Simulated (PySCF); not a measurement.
Screening by computed properties: pick the candidate that meets the target.

Each SMILES stands for a single optimised conformer of the isolated species, non-relativistic unless stated; the electronic structure was computed with PySCF and density fitting.

Dipoles, sizes and rotational constants follow the conformer. The torsions of the flexible species, by atom-mapped SMILES:
- `[CH3:1][O:2][c:3]1[n:4][n:5][s:6][c:7]1[F:8]`: C1–O2–C3–N4 0°
- `[NH2:1][Si@@H:2]([F:3])[CH:4]1[CH2:5][CH2:6][CH2:7]1`: N1–Si2–C4–C5 -91°, H–N1–Si2–F3 42°, H–N1–Si2–F3 -178°
- `[F:1][CH:2]([F:3])[O:4][C@@H:5]1[O:6][C@@H:7]1[CH:8]([F:9])[F:10]`: F1–C2–O4–C5 -72°, C2–O4–C5–O6 -75°, O6–C7–C8–F9 -150°

The conformers of `FC[C@@H]1CCN[SiH2]1` aren't listed.

(1) Wanted: lowest singlet excitation between 5 eV and 5.9 eV (TDDFT wB97X-D/def2-SVPD) and HOMO–LUMO gap below 11.6 eV (wB97X-D/def2-SVPD), at GFN2-xTB geometries. Which candidate meets both?
A. `FC[C@@H]1CCN[SiH2]1`
B. `FC(F)O[C@@H]1O[C@@H]1C(F)F`
C. `[pH]1[pH][pH]1`
D. `C1[SiH2]C[SiH2]C[SiH2]1`
E. `c1(OC)c(snn1)F`
F. `N[Si@@H](F)C1CCC1`

(2) Wanted: static isotropic polarisability below 72 au (wB97X-D/def2-SVPD) and dipole moment below 1.5 D (wB97X-D/def2-SVPD), at GFN2-xTB geometries. Which candidate meets both?
A. `FC(F)O[C@@H]1O[C@@H]1C(F)F`
B. `N[Si@@H](F)C1CCC1`
C. `COc1nnsc1F`
D. `[pH]1[pH][pH]1`

(3) Wanted: lowest triplet excitation (Tamm–Dancoff) above 6 eV (TDA wB97X-D/def2-SVPD) and smallest rotational constant above 0.8 GHz (GFN2-xTB), at GFN2-xTB geometries. Which candidate meets both?
A. `FC(F)O[C@@H]1O[C@@H]1C(F)F`
B. `[pH]1[pH][pH]1`
C. `N[Si@@H](F)C1CCC1`
D. `COc1nnsc1F`

(4) Wanted: electronic spatial extent ⟨r²⟩ about the centre of nuclear charge between 1040 bohr² and 1100 bohr² (wB97X-D/def2-SVPD) and HOMO energy above -9.7 eV (wB97X-D/def2-SVPD), at GFN2-xTB geometries. Which candidate meets both?
A. `[pH]1[pH][pH]1`
B. `[SiH2]1C[SiH2]C[SiH2]C1`
C. `COc1nnsc1F`
D. `FC(O[C@@H]1O[C@@H]1C(F)F)F`
E. `N[Si@@H](F)C1CCC1`

Results:

(1) C. Computed values:
```csv
species,lowest singlet excitation,HOMO–LUMO gap
c1(OC)c(snn1)F,4.20 eV,9.01 eV
[pH]1[pH][pH]1,5.67 eV,10.28 eV
FC[C@@H]1CCN[SiH2]1,6.08 eV,10.68 eV
N[Si@@H](F)C1CCC1,6.82 eV,11.40 eV
C1[SiH2]C[SiH2]C[SiH2]1,7.82 eV,11.90 eV
FC(F)O[C@@H]1O[C@@H]1C(F)F,8.69 eV,13.55 eV
```

(2) C. Computed values:
```
                   species  static isotropic polarisability  dipole moment
FC(F)O[C@@H]1O[C@@H]1C(F)F                          57.8 au         1.92 D
                COc1nnsc1F                          70.6 au         1.05 D
            [pH]1[pH][pH]1                          74.0 au         0.60 D
         N[Si@@H](F)C1CCC1                          76.3 au         2.27 D
```

(3) C. Computed values:
```csv
species,lowest triplet excitation (Tamm–Dancoff),smallest rotational constant
COc1nnsc1F,3.24 eV,1.030 GHz
[pH]1[pH][pH]1,4.76 eV,3.300 GHz
N[Si@@H](F)C1CCC1,6.49 eV,1.234 GHz
FC(F)O[C@@H]1O[C@@H]1C(F)F,8.21 eV,0.597 GHz
```

(4) C. Computed values:
```csv
species,electronic spatial extent ⟨r²⟩ about the centre of nuclear charge,HOMO energy
[pH]1[pH][pH]1,387 bohr²,-9.22 eV
N[Si@@H](F)C1CCC1,1024 bohr²,-9.40 eV
COc1nnsc1F,1046 bohr²,-9.04 eV
[SiH2]1C[SiH2]C[SiH2]C1,1197 bohr²,-9.98 eV
FC(O[C@@H]1O[C@@H]1C(F)F)F,1714 bohr²,-11.32 eV
```
